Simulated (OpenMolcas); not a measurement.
Computed levels of 4d in ions with 37 electrons, in cm-1 above ²D_3/2.

```
Program             : OpenMolcas
Method              : XMS-CASPT2, IPEA 0.25 Eh, imaginary shift 0.1 Eh
Basis               : ANO-RCC-VTZP
Scalar Hamiltonian  : DKH2, point nucleus
Spin-orbit coupling : state interaction with AMFI integrals over the reference wave functions, term energies averaged over their components
```

Active space for each ion: 1 electron in 10 orbitals (4d 5d); closed shells correlated by CASPT2: 4s 4p.

```csv
Level,Zr3+,Nb4+,Tc6+,Ru7+
²D_5/2,1226,1848,3290,4190
```

Question: Estimate ²D_5/2 for Mo5+ from its neighbours Nb4+ and Tc6+.

Answer: ²D_5/2 is fine structure, which grows about as the fourth power of a screened charge, so the fourth roots are averaged: ((1848^0.25 + 3290^0.25) / 2)^4 = 2491. The calculation gives 2480, so the estimate is off by +0.4 %; the measured value is 2584 (Sugar and Musgrove, J. Phys. Chem. Ref. Data 17, 155 (1988)).

CASPT2 breaks the degeneracy within a term, and the mean is taken; among the terms shown or strongly mixed into the levels shown the widest spread is 81 cm-1 (4d ²D, Nb4+). With one active electron outside closed inactive shells, the extra shells (5d) add no correlation to the reference. With one active electron, CASPT2 adds the correlation within the correlated inactive shells and between them and that electron, and leaves the splitting within a term as the reference gives it. Computed and measured levels are paired by configuration, term and J; levels that our copy of the source lacks, or whose pairing is in doubt (as where it misses far off the trend of its configuration), stay unpaired and out of the deviations. Levels of configurations outside the active space are missing.
